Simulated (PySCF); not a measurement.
Isomers of C7H9N. Computed with PySCF 2.14.0, density-fitted response routines, TDDFT CAM-B3LYP/def2-SVPD, vertical, gas phase, core orbitals frozen in the response. Geometries: GFN2-xTB; one conformer of each isolated species. Triplets are in the Tamm–Dancoff approximation.

A. `CC(C)=C1C[C@@H]1C#N`
B. `c1n(C(C)=C)ccc1`
C. `CCC1=CC=NC=C1`
D. `N#CC[C@H](C)CC#C`

Lowest singlet levels (six at most, fewer where fewer were computed) with oscillator strengths:

1. 5.16 eV (f 0.005); 5.37 eV (f 0.000); 5.67 eV (f 0.023); 6.39 eV (f 0.001); 7.23 eV (f 0.373); 7.26 eV (f 0.667); T1 4.32 eV
2. 5.25 eV (f 0.084); 5.60 eV (f 0.315); 6.19 eV (f 0.009); 6.41 eV (f 0.015); 6.92 eV (f 0.020); 7.08 eV (f 0.001); T1 3.72 eV
3. 6.84 eV (f 0.118); 6.97 eV (f 0.113); 7.11 eV (f 0.347); 7.32 eV (f 0.010); 7.43 eV (f 0.022); 7.65 eV (f 0.010); T1 4.40 eV
4. 6.68 eV (f 0.000); 6.96 eV (f 0.001); 6.99 eV (f 0.002); 7.62 eV (f 0.034); 7.66 eV (f 0.039); 7.83 eV (f 0.001); T1 5.54 eV

Question: Which spectrum belongs to which structure?

Answer: 1 = C, 2 = B, 3 = A, 4 = D.
- A: S1 at 6.84 eV, HOMO→LUMO (66%), HOMO→LUMO+1 (18%); Löwdin shares by element: HOMO carbon 76% or more (atoms not listed hold the other 24%); LUMO carbon 43% or more, hydrogen 11% or more (atoms not listed hold the other 46%); HOMO -8.78 and LUMO 0.89 eV.
- B: S1 at 5.25 eV, HOMO→LUMO (97%); Löwdin shares by element: HOMO carbon 64% or more, nitrogen 10% (atoms not listed hold the other 26%); LUMO carbon 56% or more (atoms not listed hold the other 44%); HOMO -7.49 and LUMO 0.62 eV.
- C: S1 at 5.16 eV, HOMO→LUMO (95%); Löwdin shares by element: HOMO nitrogen 59%, carbon 26% or more; LUMO carbon 43% or more, nitrogen 20% (atoms not listed hold the other 37%); HOMO -8.71 and LUMO 0.43 eV; point group Cs, 1 of its 6 listed states under f = 0.0005.
- D: S1 at 6.68 eV, HOMO→LUMO+5 (24%), HOMO→LUMO+1 (23%), HOMO-1→LUMO+4 (18%); Löwdin shares by element: HOMO (one of a set within 0.03 eV) carbon 88% or more, hydrogen 4% or more; LUMO carbon 21% or more, hydrogen 19% or more (atoms not listed hold the other 60%); HOMO -9.45 and LUMO 1.00 eV.
B and C have S1 within 0.09 eV of each other; their strongest listed levels stand at 5.60 eV (f 0.315) and 7.26 eV (f 0.667).
